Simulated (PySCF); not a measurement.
Gas-phase reaction: 2 GeH₂Cl₂ ⇌ GeH₂ + GeCl₄ + 2 H

Method: PySCF energies (xtb for GFN2) plus ideal-gas RRHO corrections (1 bar). † marks an energy on the PBE0/def2-TZVP geometry and frequencies; other levels use their own. MP2 and CCSD(T) freeze the core. Open shells (unrestricted): H (multiplicity 2); the rest are closed-shell singlets. GFN2 has no spin-polarisation term. B3LYP is the form with VWN-RPA correlation. Ge: all electrons, no relativistic terms. GeH₂: computed as isolated molecules; such fragments, hydroxides, amides, oligomers or adducts are transient or little studied in the gas. MP2 isn't extrapolated to the basis-set limit; its ΔH°(298 K) is 577.2 kJ in def2-SVP and 603.4 kJ in def2-TZVPP. CCSD(T) isn't extrapolated to the basis-set limit; its ΔH°(298 K) is 587.0 kJ in def2-SVP and 616.1 kJ in def2-TZVPP. The harmonic model lacks anharmonicity and excited electronic states, which grow with temperature; levels with a mode under 35 cm⁻¹ are left out.

| level | ΔE electronic, kJ | ΔH°(298 K), kJ | ΔS°(298 K), J/K | ΔG°(1200 K), kJ |
|---|---|---|---|---|
| B3LYP/def2-TZVP† | 648 | 609 | 197 | 354 |
| BLYP/def2-TZVP† | 628 | 589 | 197 | 334 |
| CCSD(T)/def2-SVP† | 626 | 587 | 197 | 333 |
| GFN2-xTB | 665 | 631 | 204 | 370 |
| M06-2X/def2-TZVP† | 645 | 605 | 197 | 351 |
| MP2/def2-TZVPP† | 643 | 603 | 197 | 349 |
| PBE/def2-TZVP† | 632 | 592 | 197 | 338 |
| PBE0/def2-QZVP† | 647 | 608 | 197 | 354 |
| PBE0/def2-SVP† | 642 | 603 | 197 | 348 |
| r2SCAN/def2-TZVP† | 658 | 619 | 197 | 365 |
| LDA/def2-TZVP† | 701 | 662 | 197 | 407 |
ΔH° is lowest at CCSD(T)/def2-SVP† and highest at LDA/def2-TZVP†. No reference value is set beside these.
